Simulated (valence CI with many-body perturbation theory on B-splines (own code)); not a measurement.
# Ladder of approximations for Ga

Level of theory: configuration interaction combined with many-body perturbation theory (CI+MBPT): three valence electrons over a frozen Dirac-Fock core [Ar] 3d10, a basis of 11 s, 11 p, 9 d, 7 f, 5 g, 2 h, 1 i functions for each j, with the one-electron correlation potential Σ1 (screened to all orders), the two-electron term Σ2, the three-electron term Σ3, Breit, model QED; selected single and double excitations, second order for the rest (own B-spline code, finite nucleus).

Against 7 measured levels this calculation errs by 131 cm⁻¹ on average and by 203 at most. These come from a selection out of the NIST Handbook of Basic Atomic Spectroscopic Data. Levels without a partner in it may be off by more.

Each rung adds one term. CI alone is the Dirac-Coulomb CI over the frozen core; QED comes last and gives the full result, which names the levels. Energies are above 4s2.4p 2P°_1/2 on the same rung, in cm⁻¹.

```tsv
Level	CI alone	+ Σ1	+ Σ2	+ Σ3	+ Breit	Full
4s2.4p 2P°_3/2	730	841	829	829	812	814
4s2.5s 2S_1/2	23984	25918	24739	24735	24711	24730
4s2.5p 2P°_1/2	32022	34082	32925	32921	32898	32912
4s2.5p 2P°_3/2	32125	34191	33036	33032	33007	33022
4s2.4d 2D_3/2	33293	35624	34597	34595	34567	34579
4s2.4d 2D_5/2	33299	35630	34604	34602	34573	34585
4s2.6s 2S_1/2	36506	38717	37419	37415	37389	37406
4s.4p2 4P_1/2	34189	36285	37560	37556	37548	37498
4s.4p2 4P_3/2	34515	36660	37929	37925	37910	37860
4s.4p2 4P_5/2	35035	37249	38505	38501	38474	38425
4s2.6p 2P°_1/2	39240	41474	40194	40190	40165	40180
4s2.6p 2P°_3/2	39279	41514	40235	40231	40205	40220
4s2.5d 2D_3/2	39415	41748	40629	40624	40596	40610
4s2.5d 2D_5/2	39426	41760	40638	40633	40605	40618
4s2.4f 2F°_7/2	40252	42582	41308	41304	41276	41292
4s2.4f 2F°_5/2	40252	42582	41308	41304	41277	41292
4s2.7p 2P°_1/2	42273	44559	43275	43271	43244	43260
4s2.7p 2P°_3/2	42292	44579	43294	43290	43264	43279
```

Task: How does the ionisation energy move along the ladder, and which term matters most?

Result: CI alone 5.8495, + Σ1 6.1384, + Σ2 5.9798, + Σ3 5.9793, + Breit 5.9759, + QED 5.9779 eV. The largest step is Σ1, 0.2888 eV. NIST lists 5.9993 eV (measured), further off than its uncertainty and the later steps.
